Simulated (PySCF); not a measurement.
Molecule: SMILES C[SiH](C)C, C3H10Si.

Geometry:
```tsv
atom	x (Å)	y (Å)	z (Å)
C1	0.112	1.715	-0.484
Si2	-0.088	0.107	0.473
C3	-1.545	-0.875	-0.204
C4	1.490	-0.913	0.361
H5	-0.795	2.336	-0.416
H6	0.302	1.512	-1.550
H7	0.956	2.308	-0.098
H8	-0.352	0.432	1.915
H9	-1.701	-1.803	0.368
H10	-1.371	-1.151	-1.256
H11	-2.476	-0.290	-0.158
H12	1.711	-1.174	-0.687
H13	2.354	-0.356	0.759
H14	1.402	-1.850	0.932
```

Geometry PBE0-D3(BJ)/def2-SVP throughout; GIAO in PySCF, gas phase, one conformer, non-relativistic; equivalent atoms averaged; functional PBE0.

**Question.** How do the absolute shieldings σ depend on the basis set? (ppm; last column core-seconds on shared hosts with different chips, so compare them loosely)

**Answer.** 
```csv
basis set,functions,C1/C3/C4,Si2,H8,H5/H6/H7/H9/H10/H11/H12/H13/H14,core-s
STO-3G,34,235.6,536.2,30.75,32.62,1.9
6-31G,60,201.5,457.2,28.71,32.52,3.5
pcSseg-0,60,196.2,379.4,28.26,32.80,3.6
6-31G*,80,195.9,428.0,27.40,31.91,4.3
def2-SVP,110,195.6,426.7,26.99,31.30,5.5
cc-pVDZ,110,198.5,434.9,27.01,31.22,7.5
pcSseg-1,125,186.5,368.9,27.01,31.18,7.3
"6-311+G(2d,p)",176,188.3,360.6,26.90,31.44,11
aug-cc-pVDZ,186,197.0,432.9,26.97,31.30,16
def2-TZVP,190,188.7,348.1,26.87,31.42,13
IGLO-III,249,185.8,362.0,26.89,31.30,23
cc-pVTZ,264,189.3,377.2,26.93,31.22,26
pcSseg-2,291,186.2,357.8,26.90,31.17,22
```

**Question.** Which nucleus moves most, in ppm?

**Answer.** Si2 (silicon bonded to 3 C, H): from 348.1 ppm with def2-TZVP to 536.2 ppm with STO-3G. The smallest spread is 1.63 ppm, at H5/H6/H7/H9/H10/H11/H12/H13/H14. Proton shifts span only some 12 ppm, so a few tenths of a ppm matter as much there as several ppm in carbon.

**Question.** Taking the largest basis, pcSseg-2 (291 functions), as the yardstick, rank the others by their worst heavy-atom deviation.

**Answer.** 6-311+G(2d,p) 2.8 ppm (176 functions), IGLO-III 4.2 ppm (249 functions), def2-TZVP 9.7 ppm (190 functions), pcSseg-1 11.1 ppm (125 functions), cc-pVTZ 19.3 ppm (264 functions), pcSseg-0 21.6 ppm (60 functions), def2-SVP 68.9 ppm (110 functions), 6-31G* 70.1 ppm (80 functions), aug-cc-pVDZ 75.1 ppm (186 functions), cc-pVDZ 77.1 ppm (110 functions), 6-31G 99.4 ppm (60 functions), STO-3G 178.3 ppm (34 functions).

A small basis that lands close on one nucleus may do so by chance; judge by the trend and by all nuclei.
